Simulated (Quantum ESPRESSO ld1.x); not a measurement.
The numbers below are computed, except where a source is named.
Sb3+, 48 electrons, occupied as [Kr] 4d10 5s2. Level of theory: Dirac Kohn-Sham, LDA (Slater exchange, Hedin-Lundqvist correlation), spin-unpolarised, spherical densities, point nucleus (ld1.x of Quantum ESPRESSO 7.5).

Normalised radial functions P(r) = r R(r) (large component), r in bohr:

r            4p3/2
0.0009841   0.0007
0.001127    0.0009
0.001302    0.0012
0.001492    0.0016
0.001723    0.0021
0.001974    0.0027
0.002261    0.0036
0.002612    0.0047
0.002992    0.0060
0.003455    0.0079
0.003959    0.0102
0.004572    0.0134
0.005238    0.0172
0.006001    0.0220
0.00693     0.0285
0.00794     0.0362
0.00917     0.0466
0.01051     0.0588
0.01204     0.0738
0.0139      0.0933
0.01593     0.1157
0.01839     0.1439
0.02107     0.1752
0.02414     0.2110
0.02788     0.2534
0.03194     0.2967
0.03689     0.3440
0.04226     0.3869
0.04881     0.4259
0.05592     0.4512
0.06407     0.4584
0.07399     0.4385
0.08477     0.3866
0.0979      0.2906
0.1122      0.1599
0.1285     -0.0056
0.1484     -0.2054
0.17       -0.3961
0.1964     -0.5688
0.225      -0.6713
0.2598     -0.6823
0.2977     -0.5797
0.341      -0.3645
0.3938     -0.0346
0.4512      0.3311
0.5211      0.7129
0.597       1.0072
0.684       1.1900
0.7899      1.2383
0.905       1.1560
1.045       0.9710
1.197       0.7512
1.372       0.5313
1.584       0.3326
1.815       0.1927
2.096       0.0958
2.402       0.0436
2.774       0.0162
3.178       0.0054
3.641       0.0015
4.205       0.0003
4.817       0.0001
5.563       0.0000
6.374       0.0000

4p3/2: eigenvalue -128.49 eV, 2 radial nodes at r = 0.128, 0.399 bohr, <r> = 0.861 bohr, 90 % of the charge inside 1.27 bohr.
